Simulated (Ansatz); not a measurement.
The cluster PtO₂, relaxed as a singlet with RKS PBE-D4/def2-TZVP in Ansatz, starting from the GFN1-xTB geometry. Force threshold 0.02 eV/Å.

In the def2 sets Pt takes a core potential; there is no spin–orbit coupling. The structure holds 1 bond(s) between oxygen atoms. The restricted singlet is unstable towards broken spin symmetry in Hartree–Fock (as tested in another run); at PBE-D4/def2-TZVP this wasn't settled. Another isomer (singlet) lies 2.19 eV lower at PBE0-D4/def2-TZVP; other spin states weren't run for this one.

Start:

```
atom   x (Å)   y (Å)   z (Å)
 Pt1  -0.874  -0.439   0.640
  O2   0.665   0.552   0.220
  O3   0.209  -0.114  -0.860
```

(1) Estimate the energy that the relaxation releases and the steps that it takes.

(2) Does the start keep its bonding and symmetry?

(3) Predict the relaxed structure.

## Answers

(1) 0.19 eV, in 5 steps; 4.4 s on 4 threads of Arm Neoverse V1 on a shared host. No frequencies were taken in this run, so the end may be a saddle point.

(2) By distances, no bond broke or formed. The bond that changes most is Pt1–O2, from 1.88 to 1.96 Å (atoms count from 1). Point group C2v at the start, C2v at the end, both within 0.05 Å.

(3) 
```xyz
3

Pt   -0.9128   -0.4580    0.6681
O     0.6934    0.5755    0.2273
O     0.2194   -0.1174   -0.8954
```
Bond lengths: 2 × O–Pt 1.96 Å; 1 × O–O 1.40 Å.
